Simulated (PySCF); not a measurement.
Orbital energies, ionisation energy and electron affinity

Compound: C7H10FO2 (charge +1).
Atom-mapped SMILES: `[CH2:1]=[CH:2][C@@H:3]1[CH2:4][O:5][C+:6]([C@H:7]([CH3:8])[F:9])[O:10]1` (hydrogens: H11, H12 on C1; H13 on C2; H14 on C3; H15, H16 on C4; H17 on C7; H18, H19, H20 on C8)

Cartesian coordinates in Å at the PBE0-D3(BJ)/def2-SVP level; atoms count from 1:
```
atom  x, y, z in Å
C1     2.7347   -0.4581   -0.2280
C2     1.5873   -0.5346    0.4486
C3     0.4027    0.2838    0.0997
C4    -0.2842    1.0136    1.2678
O5    -1.6540    0.5194    1.2325
C6    -1.7543   -0.3670    0.3264
C7    -3.0390   -1.1023    0.0865
C8    -3.5425   -0.8884   -1.3281
F9    -3.9358   -0.6830    1.0047
O10   -0.7172   -0.6029   -0.3650
H11    3.6016   -1.0534    0.0685
H12    2.8559    0.2028   -1.0920
H13    1.4888   -1.1966    1.3164
H14    0.6010    0.9399   -0.7583
H15   -0.3260    2.1034    1.1551
H16    0.1244    0.7514    2.2528
H17   -2.8047   -2.1716    0.2583
H18   -3.7641    0.1740   -1.5009
H19   -2.8078   -1.2410   -2.0644
H20   -4.4699   -1.4634   -1.4499
```

Level: B3LYP/def2-SVPD (PySCF). Frontier orbitals with their largest atomic shares (Löwdin; up to four atoms above 4 %):

| orbital | ε (eV) | main atoms |
| --- | --- | --- |
| HOMO−3 | -14.52 | F9 36 %, C8 22 %, C7 12 %, C6 8 % |
| HOMO−2 | -14.21 | F9 26 %, C7 14 %, C8 13 %, H17 8 % |
| HOMO−1 | -14.03 | O10 13 %, F9 11 %, C2 11 %, C3 11 % |
| HOMO | -12.21 | ? |
| LUMO | -6.71 | C6 42 %, O5 20 %, O10 19 %, C7 6 % |
| LUMO+1 | -5.25 | C1 30 %, C2 19 %, C3 13 %, O10 10 % |
| LUMO+2 | -3.99 | C4 16 %, C6 12 %, O5 10 %, C2 8 % |

Q: What vertical ionisation energy does ΔSCF give, and how far is −ε(HOMO) from it?

A: ΔSCF: 14.61 eV (1410 kJ/mol; threshold wavelength 84.8 nm); ⟨S²⟩ of the doublet left behind is 0.752, against 0.75 for a pure doublet. −ε(HOMO) is 12.21 eV, 2.40 eV below it. For the exact functional −ε(HOMO) would equal the first vertical ionisation energy; B3LYP (global hybrid, 20 % exact exchange) falls short of its own ΔSCF value by 16 %.

Q: On which atoms does the HOMO lie?

A: C2 (alkene CH carbon) 41 %, C1 (terminal =CH2 carbon) 36 %, C3 (sp3 carbon bound to oxygen) 6 %. The HOMO−1 lies 1.82 eV lower.

Q: And the vertical electron affinity, the fundamental gap, Mulliken's electronegativity and the hardness (with the factor ½)?

A: EA = 4.59 eV by ΔSCF (−ε(LUMO) = 6.71 eV). IE − EA = 10.02 eV against an orbital gap of 5.50 eV; (IE + EA)/2 = 9.60 eV; (IE − EA)/2 = 5.01 eV. Parr's electrophilicity index (IE + EA)²/[8(IE − EA)] is 4.60 eV.

Q: The lowest singlet excitation (vertical TDDFT, same level) lies at 4.73 eV. How far is it below IE − EA?

A: IE − EA = 10.02 eV, so by 5.29 eV.

Q: What total energies stand behind the ΔSCF value?

A: E(N) = -522.40295 Eh and E(N − 1) = -521.86596 Eh at the same geometry, 0.53699 Eh apart. With one more electron, E(N + 1) = -522.57179 Eh.

Isolated species at its PBE0-D3(BJ)/def2-SVP geometry (one conformer only).
